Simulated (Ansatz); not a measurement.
Reaction (redistribution): `BCBC` + `O=[C]1[CH2][Al]1[OH]` → `BCB(C)O` + `O=[C]1[CH2][AlH]1`

Isolated molecules relaxed with PBE0-D4/def2-TZVP in Ansatz; ΔE leaves out vibrations. CBS: MP2 limit from def2 TZ/QZ plus the TZ coupled-cluster correction, frozen cores. DFT in def2-TZVPP. B3LYP here is the variant with VWN-RPA as its local correlation; programs differ in this. HSE06 is defined as in plane-wave codes. Each species was taken in one conformer, which may not be the lowest.

```json
{"level": "LDA (SPW92)", "ΔE (kJ/mol)": "-18.2", "difference from CCSD(T)/CBS": "-16.9"}
{"level": "PBE-D4", "ΔE (kJ/mol)": "-9.5", "difference from CCSD(T)/CBS": "-8.2"}
{"level": "BLYP-D4", "ΔE (kJ/mol)": "-3.2", "difference from CCSD(T)/CBS": "-1.9"}
{"level": "r2SCAN-D4", "ΔE (kJ/mol)": "-4.0", "difference from CCSD(T)/CBS": "-2.7"}
{"level": "B97M-V", "ΔE (kJ/mol)": "-16.0", "difference from CCSD(T)/CBS": "-14.7"}
{"level": "B3LYP-D4", "ΔE (kJ/mol)": "-4.0", "difference from CCSD(T)/CBS": "-2.7"}
{"level": "r2SCANh-D4", "ΔE (kJ/mol)": "-4.7", "difference from CCSD(T)/CBS": "-3.4"}
{"level": "HSE06-D4", "ΔE (kJ/mol)": "-10.3", "difference from CCSD(T)/CBS": "-9.0"}
{"level": "BHLYP-D4", "ΔE (kJ/mol)": "-4.0", "difference from CCSD(T)/CBS": "-2.7"}
{"level": "CAM-B3LYP-D4", "ΔE (kJ/mol)": "-5.2", "difference from CCSD(T)/CBS": "-3.9"}
{"level": "ωB97X-V", "ΔE (kJ/mol)": "-6.0", "difference from CCSD(T)/CBS": "-4.7"}
{"level": "ωB97M-V", "ΔE (kJ/mol)": "-6.5", "difference from CCSD(T)/CBS": "-5.2"}
{"level": "B2PLYP", "ΔE (kJ/mol)": "0.3", "difference from CCSD(T)/CBS": "1.6"}
{"level": "PBE-QIDH", "ΔE (kJ/mol)": "-5.4", "difference from CCSD(T)/CBS": "-4.1"}
{"level": "PBE", "ΔE (kJ/mol)": "-8.0", "difference from CCSD(T)/CBS": "-6.7"}
{"level": "revPBE", "ΔE (kJ/mol)": "-5.3", "difference from CCSD(T)/CBS": "-4.0"}
{"level": "BLYP", "ΔE (kJ/mol)": "0.3", "difference from CCSD(T)/CBS": "1.6"}
{"level": "r2SCAN", "ΔE (kJ/mol)": "-3.7", "difference from CCSD(T)/CBS": "-2.4"}
{"level": "PBE0", "ΔE (kJ/mol)": "-8.9", "difference from CCSD(T)/CBS": "-7.6"}
{"level": "B3LYP", "ΔE (kJ/mol)": "-1.7", "difference from CCSD(T)/CBS": "-0.4"}
{"level": "r2SCANh", "ΔE (kJ/mol)": "-4.3", "difference from CCSD(T)/CBS": "-3.0"}
{"level": "HSE06", "ΔE (kJ/mol)": "-9.2", "difference from CCSD(T)/CBS": "-7.9"}
{"level": "BHLYP", "ΔE (kJ/mol)": "-2.7", "difference from CCSD(T)/CBS": "-1.4"}
{"level": "LC-ωPBE", "ΔE (kJ/mol)": "-6.7", "difference from CCSD(T)/CBS": "-5.4"}
{"level": "RPA@PBE/def2-TZVPP", "ΔE (kJ/mol)": "-6.5", "difference from CCSD(T)/CBS": "-5.2"}
{"level": "HF/def2-SVP", "ΔE (kJ/mol)": "-23.5", "difference from CCSD(T)/CBS": "-22.2"}
{"level": "MP2/def2-SVP", "ΔE (kJ/mol)": "-23.2", "difference from CCSD(T)/CBS": "-21.9"}
{"level": "CCSD/def2-SVP", "ΔE (kJ/mol)": "-26.9", "difference from CCSD(T)/CBS": "-25.6"}
{"level": "CCSD(T)/def2-SVP", "ΔE (kJ/mol)": "-28.5", "difference from CCSD(T)/CBS": "-27.2"}
{"level": "HF/def2-TZVPP", "ΔE (kJ/mol)": "-3.2", "difference from CCSD(T)/CBS": "-1.9"}
{"level": "MP2/def2-TZVPP", "ΔE (kJ/mol)": "1.8", "difference from CCSD(T)/CBS": "3.1"}
{"level": "SCS-MP2/def2-TZVPP", "ΔE (kJ/mol)": "1.6", "difference from CCSD(T)/CBS": "2.9"}
{"level": "CCSD/def2-TZVPP", "ΔE (kJ/mol)": "-3.2", "difference from CCSD(T)/CBS": "-1.9"}
{"level": "CCSD(T)/def2-TZVPP", "ΔE (kJ/mol)": "-3.7", "difference from CCSD(T)/CBS": "-2.4"}
{"level": "HF/def2-QZVPP", "ΔE (kJ/mol)": "-2.5", "difference from CCSD(T)/CBS": "-1.2"}
{"level": "MP2/def2-QZVPP", "ΔE (kJ/mol)": "3.5", "difference from CCSD(T)/CBS": "4.8"}
{"level": "SCS-MP2/def2-QZVPP", "ΔE (kJ/mol)": "3.1", "difference from CCSD(T)/CBS": "4.4"}
{"level": "HF/CBS(def2)", "ΔE (kJ/mol)": "-2.4", "difference from CCSD(T)/CBS": "-1.1"}
{"level": "MP2/CBS(def2)", "ΔE (kJ/mol)": "4.3", "difference from CCSD(T)/CBS": "5.6"}
{"level": "CCSD/CBS(def2)", "ΔE (kJ/mol)": "-0.8", "difference from CCSD(T)/CBS": "0.5"}
{"level": "CCSD(T)/CBS", "ΔE (kJ/mol)": "-1.3", "difference from CCSD(T)/CBS": "0"}
```

(1) What do rigid-rotor, harmonic-oscillator terms from PBE0-D4/def2-TZVP frequencies (298.15 K, 1 bar) make of the CCSD(T)/CBS value? (Best estimate.)

Largest T1 diagnostic among the species: 0.021, so the coupled-cluster value is less sure than usual.

## Answers

(1) Computed: ΔZPE = +0.5 kJ/mol, ΔH = -2.4 kJ/mol, ΔS = -8 J/(mol·K), ΔG = +0.1 kJ/mol. Modes under 50 cm⁻¹ make the entropy rough.

Leaving LDA and LC-ωPBE aside and taking each functional with its dispersion term where it has one, the values spread over 16.3 kJ/mol, from B97M-V to B2PLYP. LDA lies −10.2 kJ/mol from PBE without D4. From BLYP to BHLYP (50 % exact exchange), in def2-TZVPP and without D4, ΔE moves by −3.0 kJ/mol. At CCSD(T), def2-SVP lies −27.2 kJ/mol from the extrapolated value and def2-TZVPP −2.4 kJ/mol.
